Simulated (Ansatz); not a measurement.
Frontier orbitals of B$_{2}$H$_{6}$Si$_{2}$, SMILES `[SiH3]B1B[SiH2]1`.

Charge 0, multiplicity 1. Geometry: relaxed with PBE0-D4/def2-TZVP. Basis def2-TZVPP, Ansatz 0.2.0.

```
functional  HOMO (eV)  LUMO (eV)
    r2SCAN      -6.37      -2.69
```

(1) Give HOMO and LUMO (eV) with LDA (SPW92), PBE, revPBE, BLYP, B97M-V, PBE0, B3LYP, r2SCANh, r2SCAN0, HSE06 (plane-wave form), BHLYP, CAM-B3LYP, LC-ωPBE, ωB97X-V, ωB97M-V, HF. (Best estimate.)

## Answers

(1) The calculation gave: 
```csv
functional,HOMO,LUMO
LDA (SPW92),-6.35,-3.07
PBE,-6.21,-2.86
revPBE,-6.15,-2.79
BLYP,-5.98,-2.68
B97M-V,-6.38,-2.70
PBE0,-7.05,-2.05
B3LYP,-6.82,-2.20
r2SCANh,-6.69,-2.40
r2SCAN0,-7.17,-1.97
HSE06 (plane-wave form),-6.67,-2.43
BHLYP,-7.67,-1.11
CAM-B3LYP,-8.14,-1.00
LC-ωPBE,-9.41,-0.01
ωB97X-V,-9.10,-0.05
ωB97M-V,-9.00,-0.21
HF,-8.66,1.11
```

B3LYP here is the variant with VWN-RPA as its local correlation; programs differ in this. LC-ωPBE has ω = 0.4 bohr⁻¹.
